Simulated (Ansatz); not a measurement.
Born–Oppenheimer molecular dynamics of H8OSi3 (12 atoms, charge 0, multiplicity 1). It starts from a relaxed structure.

All numbers below come from RKS B3LYP-D4/6-31G* (Ansatz).

```
ensemble                      : NVE (velocity Verlet)
time step                     : 0.5 fs
steps asked                   : 100
starting velocities drawn for : 700 K
seed                          : 796776
```

First frame:

```xyz
12
Properties=species:S:1:pos:R:3
Si 0.077 -0.043 -0.053
O -0.234 -0.416 1.534
Si -1.429 -0.529 2.669
H -2.373 -1.630 2.334
H -0.802 -0.802 3.985
H -2.199 0.743 2.744
H 1.549 0.114 -0.202
Si -1.022 1.923 -0.727
H -2.499 1.785 -0.590
H -0.588 3.099 0.077
H -0.710 2.191 -2.160
H -0.356 -1.168 -0.933
```

Task: How far do the bonds stretch over the last three quarters of this one trajectory? (Pairs bonded in most of those frames.)

Result: 
```tsv
bond	mean (Å)	spread (Å)	shortest	longest
Si1–O2	1.677	0.008	1.66	1.69
Si1–H7	1.490	0.029	1.45	1.54
Si1–Si8	2.396	0.038	2.32	2.44
Si1–H12	1.507	0.071	1.40	1.61
O2–Si3	1.669	0.008	1.66	1.68
Si3–H4	1.495	0.056	1.42	1.58
Si3–H5	1.485	0.015	1.47	1.51
Si3–H6	1.490	0.015	1.47	1.52
Si8–H9	1.490	0.013	1.47	1.51
Si8–H10	1.495	0.022	1.46	1.53
Si8–H11	1.496	0.033	1.45	1.54
```

Mean temperature of the second half: 359 K. The conserved energy stayed within 0.24 meV per atom of its start (net change 0.14 meV per atom), so the integration is sound. A run of 0.05 ps of so small a system gives no equilibrium averages.

The run took 7.9 min on 1 thread of Arm Neoverse V2, on a shared host, peak memory 0.18 GiB.
